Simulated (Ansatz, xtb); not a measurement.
## CH6GeSn: where a starting geometry ends

The starting geometry of this gas-phase singlet was built from a drawn formula by distance geometry and a force field; its bonds are those of `[CH2]1[GeH2][SnH2]1`.

```xyz
9

C    -0.0088   -0.8696    0.4664
Ge    1.6422    0.0562    0.0657
Sn   -0.7779    0.5181   -1.0055
H    -0.0002   -1.8916    0.0431
H    -0.4369   -0.6995    1.4423
H     1.9711    1.1199    1.1258
H     2.5985   -0.6573   -0.8628
H    -0.7431    0.0070   -2.6409
H    -1.4595    2.0246   -0.4087
```

Problem. Predict what it relaxes into with r2SCAN-D4/def2-SVP.

Solution. It keeps its bonds, and is `[CH2]1[GeH2][SnH2]1`.

The energy falls by 0.50 eV over 9 steps:

```csv
step,E − E(last) (eV)
1,0.500
2,0.147
3,0.027
4,0.010
5,0.008
6,0.002
7,0.000
8,0.000
9,0.000
```

Final geometry (Å):

```xyz
9

C    -0.0317   -0.8564    0.4161
Ge    1.6393    0.1327    0.0416
Sn   -0.5638    0.6820   -1.0957
H    -0.0667   -1.9026    0.0839
H    -0.4611   -0.7305    1.4190
H     2.1756    1.0178    1.1716
H     2.7375   -0.6365   -0.7001
H    -1.0134    0.0258   -2.6048
H    -1.6304    1.8755   -0.5060
```

From the same start GFN2-xTB ends elsewhere, at `[GeH3][CH2][SnH]`.

No frequencies were run, so the end isn't proven a minimum. Atoms past krypton carry core potentials, without spin–orbit terms. Run with Ansatz 0.2.0, 35 s on 2 threads of Intel(R) Xeon(R) Processor @ 2.50GHz (Skylake/Cascade Lake) (shared host).
